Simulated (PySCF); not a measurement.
Isomers of C5H14SSi2.

All values: PBE0/pcSseg-1 (PySCF) at GFN2-xTB geometries, gas phase, one conformer each.

Problem. Rank by HOMO energy, lowest first.
A. `[CH2:1]=[CH:2][CH2:3][SiH2:4][C@H:5]([SiH3:6])[S:7][CH3:8]` with C1–C2–C3–Si4 -104°, C2–C3–Si4–C5 180°, C3–Si4–C5–Si6 -60°, Si4–C5–S7–C8 72°
B. `[SiH3:1][C@@H:2]1[CH2:3][S:4][CH2:5][CH2:6][CH2:7][SiH2:8]1` with Si1–C2–C3–S4 -166°, C2–C3–S4–C5 100°, C3–S4–C5–C6 -89°, S4–C5–C6–C7 64°
C. `[CH3:1][S:2][CH2:3][Si@@H:4]1[CH2:5][CH2:6][CH2:7][SiH2:8]1` with C1–S2–C3–Si4 -179°, S2–C3–Si4–C5 -179°, C3–Si4–C5–C6 -96°, Si4–C5–C6–C7 -50°, C5–C6–C7–Si8 54°, C6–C7–Si8–Si4 -30°
D. `[CH2:1]=[CH:2][C@@H:3]([CH2:4][CH3:5])[SiH2:6][S:7][SiH3:8]` with C1–C2–C3–C4 133°, C2–C3–C4–C5 -64°, C2–C3–Si6–S7 -63°, C3–Si6–S7–Si8 -179°
E. `[CH3:1][CH2:2]/[CH:3]=[CH:4]/[SiH2:5][S:6][SiH2:7][CH3:8]` with C1–C2–C3–C4 -119°, C3–C4–Si5–S6 -152°, C4–Si5–S6–Si7 -177°, Si5–S6–Si7–C8 -171°
F. `[CH3:1][CH2:2]/[C:3](=[CH:4]\[SiH3:5])[SiH2:6][S:7][CH3:8]` with C1–C2–C3–C4 -106°, C2–C3–Si6–S7 155°, C3–Si6–S7–C8 -59°

Solution. D (-7.18 eV), E (-7.02 eV), F (-6.81 eV), B (-6.48 eV), C (-6.29 eV), A (-6.14 eV).

Problem. Rank by the lowest IAO charge on any atom, highest value first.
A. `[CH3:1][CH2:2]/[C:3](=[CH:4]\[SiH3:5])[SiH2:6][S:7][CH3:8]` with C1–C2–C3–C4 -106°, C2–C3–Si6–S7 155°, C3–Si6–S7–C8 -59°
B. `[CH2:1]=[CH:2][C@@H:3]([CH2:4][CH3:5])[SiH2:6][S:7][SiH3:8]` with C1–C2–C3–C4 133°, C2–C3–C4–C5 -64°, C2–C3–Si6–S7 -63°, C3–Si6–S7–Si8 -179°
C. `[CH3:1][S:2][CH2:3][Si@@H:4]1[CH2:5][CH2:6][CH2:7][SiH2:8]1` with C1–S2–C3–Si4 -179°, S2–C3–Si4–C5 -179°, C3–Si4–C5–C6 -96°, Si4–C5–C6–C7 -50°, C5–C6–C7–Si8 54°, C6–C7–Si8–Si4 -30°
D. `[CH3:1][CH2:2][Si@@H:3]([S:4][SiH3:5])[CH:6]1[CH2:7][CH2:8]1` with C1–C2–Si3–S4 -175°, C2–Si3–S4–Si5 -60°, C2–Si3–C6–C7 -90°
E. `[SiH3:1][C@@H:2]1[CH2:3][S:4][CH2:5][CH2:6][CH2:7][SiH2:8]1` with Si1–C2–C3–S4 -166°, C2–C3–S4–C5 100°, C3–S4–C5–C6 -89°, S4–C5–C6–C7 64°
F. `[CH3:1][CH2:2]/[CH:3]=[CH:4]/[SiH2:5][S:6][SiH2:7][CH3:8]` with C1–C2–C3–C4 -119°, C3–C4–Si5–S6 -152°, C4–Si5–S6–Si7 -177°, Si5–S6–Si7–C8 -171°

Solution. B (-0.448 e), A (-0.498 e), D (-0.538 e), C (-0.611 e), E (-0.651 e), F (-0.713 e).

Problem. Rank by LUMO energy, highest first.
A. `[CH3:1][S:2][CH2:3][Si@@H:4]1[CH2:5][CH2:6][CH2:7][SiH2:8]1` with C1–S2–C3–Si4 -179°, S2–C3–Si4–C5 -179°, C3–Si4–C5–C6 -96°, Si4–C5–C6–C7 -50°, C5–C6–C7–Si8 54°, C6–C7–Si8–Si4 -30°
B. `[CH3:1][S:2][C@H:3]1[CH2:4][C@@H:5]([SiH2:6][SiH3:7])[CH2:8]1` with C1–S2–C3–C4 -48°, C4–C5–Si6–Si7 -62°, S2–C3–C4–C5 134°, C3–C4–C5–Si6 -131°, C4–C5–C8–C3 10°, S2–C3–C8–C5 -135°
C. `[CH3:1][CH2:2]/[C:3](=[CH:4]\[SiH3:5])[SiH2:6][S:7][CH3:8]` with C1–C2–C3–C4 -106°, C2–C3–Si6–S7 155°, C3–Si6–S7–C8 -59°
D. `[CH3:1][Si@@H:2]1[CH2:3][C:4]([CH3:5])([CH3:6])[SiH2:7][S:8]1` with C1–Si2–C3–C4 -150°, Si2–C3–C4–C5 -73°, C3–C4–Si7–S8 -38°, C4–Si7–S8–Si2 15°
E. `[CH3:1][S:2][C@H:3]([SiH3:4])[SiH2:5][CH:6]1[CH2:7][CH2:8]1` with C1–S2–C3–Si4 -85°, S2–C3–Si5–C6 179°, C3–Si5–C6–C7 176°
F. `[CH2:1]=[CH:2][SiH2:3][S:4][Si:5]([CH3:6])([CH3:7])[CH3:8]` with C1–C2–Si3–S4 -142°, C2–Si3–S4–Si5 154°

Solution. E (0.44 eV), D (0.20 eV), A (0.05 eV), B (-0.22 eV), F (-0.48 eV), C (-1.05 eV).

All values together:

```json
{"SMILES": "CC/C=C/[SiH2]S[SiH2]C", "μ (D)": "1.10", "HOMO (eV)": "-7.02", "LUMO (eV)": "-0.40", "lowest IAO charge (e)": "-0.713 (C)", "highest IAO charge (e)": "+0.712 (Si)", "lowest Hirshfeld charge (e)": "-0.208 (C)", "highest Hirshfeld charge (e)": "+0.325 (Si)"}
{"SMILES": "CS[C@H]([SiH3])[SiH2]C1CC1", "μ (D)": "1.93", "HOMO (eV)": "-6.25", "LUMO (eV)": "0.44", "lowest IAO charge (e)": "-0.739 (C)", "highest IAO charge (e)": "+0.770 (Si)", "lowest Hirshfeld charge (e)": "-0.205 (C)", "highest Hirshfeld charge (e)": "+0.322 (Si)"}
{"SMILES": "CC/C(=C\\[SiH3])[SiH2]SC", "μ (D)": "2.04", "HOMO (eV)": "-6.81", "LUMO (eV)": "-1.05", "lowest IAO charge (e)": "-0.498 (C)", "highest IAO charge (e)": "+0.659 (Si)", "lowest Hirshfeld charge (e)": "-0.139 (C)", "highest Hirshfeld charge (e)": "+0.308 (Si)"}
{"SMILES": "C=CC[SiH2][C@H]([SiH3])SC", "μ (D)": "0.92", "HOMO (eV)": "-6.14", "LUMO (eV)": "0.08", "lowest IAO charge (e)": "-0.742 (C)", "highest IAO charge (e)": "+0.764 (Si)", "lowest Hirshfeld charge (e)": "-0.205 (C)", "highest Hirshfeld charge (e)": "+0.323 (Si)"}
{"SMILES": "CS[C@H]1C[C@H]([SiH2][SiH3])C1", "μ (D)": "1.34", "HOMO (eV)": "-6.25", "LUMO (eV)": "-0.04", "lowest IAO charge (e)": "-0.505 (C)", "highest IAO charge (e)": "+0.442 (Si)", "lowest Hirshfeld charge (e)": "-0.122 (C)", "highest Hirshfeld charge (e)": "+0.243 (Si)"}
{"SMILES": "C=C[SiH2]S[Si](C)(C)C", "μ (D)": "1.64", "HOMO (eV)": "-6.92", "LUMO (eV)": "-0.48", "lowest IAO charge (e)": "-0.723 (C)", "highest IAO charge (e)": "+1.007 (Si)", "lowest Hirshfeld charge (e)": "-0.218 (C)", "highest Hirshfeld charge (e)": "+0.394 (Si)"}
{"SMILES": "C=C[C@@H](CC)[SiH2]S[SiH3]", "μ (D)": "1.24", "HOMO (eV)": "-7.18", "LUMO (eV)": "-0.18", "lowest IAO charge (e)": "-0.448 (S)", "highest IAO charge (e)": "+0.692 (Si)", "lowest Hirshfeld charge (e)": "-0.176 (S)", "highest Hirshfeld charge (e)": "+0.315 (Si)"}
{"SMILES": "[SiH3][C@@H]1CSCCC[SiH2]1", "μ (D)": "1.45", "HOMO (eV)": "-6.48", "LUMO (eV)": "0.52", "lowest IAO charge (e)": "-0.651 (C)", "highest IAO charge (e)": "+0.729 (Si)", "lowest Hirshfeld charge (e)": "-0.202 (C)", "highest Hirshfeld charge (e)": "+0.309 (Si)"}
{"SMILES": "CSC[Si@@H]1CCC[SiH2]1", "μ (D)": "2.12", "HOMO (eV)": "-6.29", "LUMO (eV)": "0.05", "lowest IAO charge (e)": "-0.611 (C)", "highest IAO charge (e)": "+0.597 (Si)", "lowest Hirshfeld charge (e)": "-0.169 (C)", "highest Hirshfeld charge (e)": "+0.266 (Si)"}
{"SMILES": "CS[C@H]1C[C@@H]([SiH2][SiH3])C1", "μ (D)": "1.22", "HOMO (eV)": "-6.28", "LUMO (eV)": "-0.22", "lowest IAO charge (e)": "-0.506 (C)", "highest IAO charge (e)": "+0.438 (Si)", "lowest Hirshfeld charge (e)": "-0.123 (C)", "highest Hirshfeld charge (e)": "+0.242 (Si)"}
{"SMILES": "C[Si@@H]1CC(C)(C)[SiH2]S1", "μ (D)": "2.70", "HOMO (eV)": "-6.97", "LUMO (eV)": "0.20", "lowest IAO charge (e)": "-0.718 (C)", "highest IAO charge (e)": "+0.843 (Si)", "lowest Hirshfeld charge (e)": "-0.213 (C)", "highest Hirshfeld charge (e)": "+0.353 (Si)"}
{"SMILES": "CC[Si@@H](S[SiH3])C1CC1", "μ (D)": "1.67", "HOMO (eV)": "-7.07", "LUMO (eV)": "0.13", "lowest IAO charge (e)": "-0.538 (C)", "highest IAO charge (e)": "+0.842 (Si)", "lowest Hirshfeld charge (e)": "-0.174 (S)", "highest Hirshfeld charge (e)": "+0.346 (Si)"}
```

Conformers: `[CH3:1][CH2:2]/[CH:3]=[CH:4]/[SiH2:5][S:6][SiH2:7][CH3:8]` with C1–C2–C3–C4 -119°, C3–C4–Si5–S6 -152°, C4–Si5–S6–Si7 -177°, Si5–S6–Si7–C8 -171°; `[CH3:1][S:2][C@H:3]([SiH3:4])[SiH2:5][CH:6]1[CH2:7][CH2:8]1` with C1–S2–C3–Si4 -85°, S2–C3–Si5–C6 179°, C3–Si5–C6–C7 176°; `[CH3:1][CH2:2]/[C:3](=[CH:4]\[SiH3:5])[SiH2:6][S:7][CH3:8]` with C1–C2–C3–C4 -106°, C2–C3–Si6–S7 155°, C3–Si6–S7–C8 -59°; `[CH2:1]=[CH:2][CH2:3][SiH2:4][C@H:5]([SiH3:6])[S:7][CH3:8]` with C1–C2–C3–Si4 -104°, C2–C3–Si4–C5 180°, C3–Si4–C5–Si6 -60°, Si4–C5–S7–C8 72°; `[CH3:1][S:2][C@H:3]1[CH2:4][C@H:5]([SiH2:6][SiH3:7])[CH2:8]1` with C1–S2–C3–C4 69°, C4–C5–Si6–Si7 -171°, S2–C3–C4–C5 132°, C3–C4–C5–Si6 103°, C4–C5–C8–C3 14°, S2–C3–C8–C5 -134°; `[CH2:1]=[CH:2][SiH2:3][S:4][Si:5]([CH3:6])([CH3:7])[CH3:8]` with C1–C2–Si3–S4 -142°, C2–Si3–S4–Si5 154°; `[CH2:1]=[CH:2][C@@H:3]([CH2:4][CH3:5])[SiH2:6][S:7][SiH3:8]` with C1–C2–C3–C4 133°, C2–C3–C4–C5 -64°, C2–C3–Si6–S7 -63°, C3–Si6–S7–Si8 -179°; `[SiH3:1][C@@H:2]1[CH2:3][S:4][CH2:5][CH2:6][CH2:7][SiH2:8]1` with Si1–C2–C3–S4 -166°, C2–C3–S4–C5 100°, C3–S4–C5–C6 -89°, S4–C5–C6–C7 64°; `[CH3:1][S:2][CH2:3][Si@@H:4]1[CH2:5][CH2:6][CH2:7][SiH2:8]1` with C1–S2–C3–Si4 -179°, S2–C3–Si4–C5 -179°, C3–Si4–C5–C6 -96°, Si4–C5–C6–C7 -50°, C5–C6–C7–Si8 54°, C6–C7–Si8–Si4 -30°; `[CH3:1][S:2][C@H:3]1[CH2:4][C@@H:5]([SiH2:6][SiH3:7])[CH2:8]1` with C1–S2–C3–C4 -48°, C4–C5–Si6–Si7 -62°, S2–C3–C4–C5 134°, C3–C4–C5–Si6 -131°, C4–C5–C8–C3 10°, S2–C3–C8–C5 -135°; `[CH3:1][Si@@H:2]1[CH2:3][C:4]([CH3:5])([CH3:6])[SiH2:7][S:8]1` with C1–Si2–C3–C4 -150°, Si2–C3–C4–C5 -73°, C3–C4–Si7–S8 -38°, C4–Si7–S8–Si2 15°; `[CH3:1][CH2:2][Si@@H:3]([S:4][SiH3:5])[CH:6]1[CH2:7][CH2:8]1` with C1–C2–Si3–S4 -175°, C2–Si3–S4–Si5 -60°, C2–Si3–C6–C7 -90°.
